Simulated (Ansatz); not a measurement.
# Which is lower?

The two ends of one reaction step of ZnH₄SeO, closed shell (PBE0-D4/def2-TZVP).

A:

```xyz
7
angstrom
Zn 0.3024 -0.5191 1.0675
H 0.3715 -0.1328 2.5450
O 0.4824 -1.2888 -0.5654
H -0.2372 2.3103 -0.5659
Se -1.3045 1.3081 -0.4593
H 1.0144 -2.0844 -0.6116
H -0.6289 0.4066 -1.4103
```

B:

```
7
angstrom
Zn -0.3394 -0.6291 -0.8099
H 0.6135 0.7338 2.1001
O 0.4567 -2.1495 -0.3531
H 0.1199 1.1085 1.6812
Se -1.3819 1.2544 -1.5405
H 0.6213 -2.2644 0.5844
H -0.0901 1.9463 -1.6622
```

Computed with Ansatz 0.2.0 (basis: def2-TZVPP); correlated methods freeze the cores. The 3s and 3p shells of Cu and Zn are frozen; filled d shells are correlated. The def2 sets are not built for correlating such inner shells, so the correlated values are less sure here. B3LYP uses VWN-RPA correlation.

(1) Which structure is lower at CCSD(T), and by how much? (To be estimated.)

No T1 diagnostic of these runs exceeds 0.014.

## Answers

(1) The calculation gives: B, by 55.8 kJ/mol (electronic energy, against the other). By their contacts, A is ZnH₄SeO ([OH][ZnH][SeH2]) and B is a complex of ZnH₂SeO ([OH][Zn][SeH]) + H₂.

All methods give the same order:

```
      method  E(B) − E(A) (kJ/mol)
       SPW92                 -29.1
      PBE-D4                 -52.3
     BLYP-D4                 -54.7
   r2SCAN-D4                 -53.5
      B97M-V                 -42.3
     PBE0-D4                 -55.1
    B3LYP-D4                 -55.7
  r2SCAN0-D4                 -56.2
    BHLYP-D4                 -57.8
CAM-B3LYP-D4                 -50.7
     wB97X-V                 -54.6
     wB97M-V                 -53.8
      B2PLYP                 -60.8
    PBE-QIDH                 -59.9
  RPA on PBE                 -52.2
          HF                 -72.7
         MP2                 -63.6
        CCSD                 -56.3
     CCSD(T)                 -55.8
```

Labels in which every atom is bracketed show which atoms are joined, not bond orders.

For scale, one of the runs: CCSD(T)/def2-TZVPP, 199 basis functions, launched by `ansatz run in.yaml --threads 4 --pin off --events-out ev --progress --plain --max-ram 9574MiB`. Hardware: 4 CPU threads of an Arm Neoverse V1, shared host. Wall time 91 s; peak host memory 2.5 GiB.
